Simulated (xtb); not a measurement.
C$_{2}$H$_{6}$Cd (SMILES [CH3][Cd][CH3]), singlet, at a GFN2-xTB geometry (such geometries of metal compounds can be far from the true shape). Base run: GFN2-xTB in xtb.

The xtb input:
```
$ xtb mol.xyz --gfn 2 --json

# file mol.xyz
9

Cd    -0.00835718     0.00677890    -0.00900274
C      1.72910751     0.26199186    -1.35527105
H      2.43873465    -0.55641231    -1.22735542
H      2.25222449     1.19548024    -1.14545569
H      1.42109834     0.27822144    -2.40093621
C     -1.68891978    -0.29459000     1.39856313
H     -2.21775363    -1.22344116     1.18258930
H     -2.40816231     0.52243229     1.33762517
H     -1.32612310    -0.34607892     2.42591211
```

The base run was repeated with changes; each row names its change, and settings that it needs were set with it.

```csv
change,ΔE vs base (kcal/mol),HOMO-LUMO gap (eV),dipole (D),G_solv (kcal/mol),SCF cycles
base,0.000,3.97,0.09,-,10
acc = 0.1,0.000,3.97,0.09,-,11
acc = 0.0001,0.000,3.97,0.09,-,16
gbsa = acetonitrile,-2.75,3.98,0.09,-2.77,10
etemp = 3000,-0.011,3.98,0.09,-,10
alpb = chcl3,-2.16,4.00,0.09,-2.29,10
gbsa = thf,-4.33,3.98,0.09,-4.34,10
alpb = ch2cl2,-4.87,3.99,0.09,-4.92,10
```

ALPB and GBSA are two models with their own fitted parameters for each solvent, which aren't always the measured dielectric constant.
